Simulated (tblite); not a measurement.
Compound: C3H8F2Si2.
Geometry (GFN2-xTB, Å), atoms numbered from 1 in this order:
```
atom  x, y, z in Å
F1    -2.150   -2.012    1.027
Si2   -2.432   -0.547    0.415
C3    -1.180   -0.299   -1.002
C4     0.213   -0.382   -0.486
C5     0.971    0.656   -0.147
F6     0.443    1.912   -0.314
Si7    2.732    0.666    0.532
H8    -2.210    0.364    1.524
H9    -3.798   -0.605   -0.085
H10   -1.346    0.675   -1.463
H11   -1.335   -1.064   -1.765
H12    0.626   -1.368   -0.339
H13    3.616    1.272   -0.466
H14    2.743    1.463    1.759
H15    3.102   -0.724    0.789
```

Method: GFN2-xTB as coded in tblite; computed harmonic values from a numerical Hessian at the method's own geometry, unscaled. Against measured fundamentals such values can be off by several per cent, at times by over 20. Modes of hydrogen on silicon can be 10 to 20 % off. One conformer, not necessarily the lowest.

Harmonic wavenumbers (cm⁻¹): 31.9, 45.2, 71.6, 78.9, 157.1, 185.5, 271.3, 273.3, 416.4, 451.8, 513.2, 548.0, 566.4, 573.5, 668.5, 709.2, 736.5, 755.1, 760.2, 781.8, 788.9, 808.3, 836.1, 858.0, 1043.1, 1076.3, 1156.9, 1203.9, 1269.3, 1454.8, 1669.1, 2259.8, 2272.6, 2285.5, 2330.2, 2360.3, 2973.3, 3001.1, 3091.5.

A = 3412, B = 746.3, C = 675.7 MHz; mass 138.013 u (most abundant isotopes); point group C1, symmetry number 1.

Question: Zero-point energy?

Answer: ½Σν̃ = 20667 cm⁻¹ = 247.23 kJ/mol.

Question: Give the ideal-gas entropy at 500 K and 1 bar in the rigid-rotor, harmonic-oscillator model (classical rotation).

Answer: Translation 181.05, rotation 130.35, vibration 221.36: S = 532.8 J/(mol K).

Question: And Cp and H(500 K) − H(0)?

Answer: Cp = 220.94 J/(mol K), of which vibrations give 187.68 (their classical limit is 39 R = 324.3); H(500 K) − H(0) = 69.44 kJ/mol without the zero-point energy, 52.81 from vibrations.

Question: Which modes carry the vibrational entropy at 500 K?

Answer: 31.9 cm⁻¹: 28.17; 45.2 cm⁻¹: 25.28; 71.6 cm⁻¹: 21.46; 78.9 cm⁻¹: 20.66; 157.1 cm⁻¹: 14.99; 185.5 cm⁻¹: 13.63 J/(mol K); the other 33 give 97.17 together.

Question: How do the functions run with temperature in this model?

Answer: 
| T (K) | S (J/(mol K)) | Cp (J/(mol K)) | H − H(0) (kJ/mol) | G − H(0) (kJ/mol) | ln q(vib) |
| --- | --- | --- | --- | --- | --- |
| 100 | 308.3 | 82.4 | 6.04 | -24.79 | 2.79 |
| 200 | 377.1 | 122.3 | 16.20 | -59.22 | 5.83 |
| 300 | 434.6 | 163.1 | 30.52 | -99.87 | 8.63 |
| 800 | 648.4 | 270.1 | 143.83 | -374.90 | 21.03 |
| 1000 | 711.0 | 290.7 | 200.03 | -511.00 | 25.23 |

q(vib) and H(0) count from the zero-point level.

Question: What must be added to the electronic energy to get the Gibbs energy at 500 K and 1 bar?

Answer: ZPE + [H(500 K) − H(0)] − T·S = 247.23 + 69.44 − 266.39 = 50.28 kJ/mol.

Hindered rotation and anharmonicity are outside this model. Other conformers, if any are populated, would add a mixing term that is left out. The structure is chiral; the term R ln 2 for an equal mix with its mirror image is left out.
